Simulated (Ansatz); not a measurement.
Computed with Ansatz on PBE0-D4/def2-TZVP structures; ΔE is electronic, products minus reactants. CBS: MP2 limit from def2 TZ/QZ plus the TZ coupled-cluster correction, frozen cores. DFT in def2-TZVPP. For Br outer-core shells are correlated without core-valence functions, which leaves a few kJ/mol of doubt a bond. Scalar relativity is left out up to krypton. Each species was taken in one conformer, which may not be the lowest.

Reaction (redistribution): `SB(Cl)Br` + `C[CH2][Al]([F])[Br]` → `CCB(S)Br` + `[F][Al]([Cl])[Br]`

```json
{"level": "revPBE-D4", "ΔE (kJ/mol)": "-75.8"}
{"level": "CAM-B3LYP-D4", "ΔE (kJ/mol)": "-85.8"}
```

Problem. What does CCSD(T)/CBS give? (An estimate is asked.)

Solution. The calculation gave: -90.1 kJ/mol. The listed levels differ from it by 14.3, 4.3 kJ/mol.

Largest T1 diagnostic among the species: 0.011.

At CCSD(T), def2-SVP lies +8.5 kJ/mol from the extrapolated value and def2-TZVPP +2.6 kJ/mol. In def2-TZVPP, CCSD(T) changes the Hartree–Fock value by +14.2 kJ/mol (the triples alone add +2.8 kJ/mol) and MP2 by +14.9 kJ/mol.
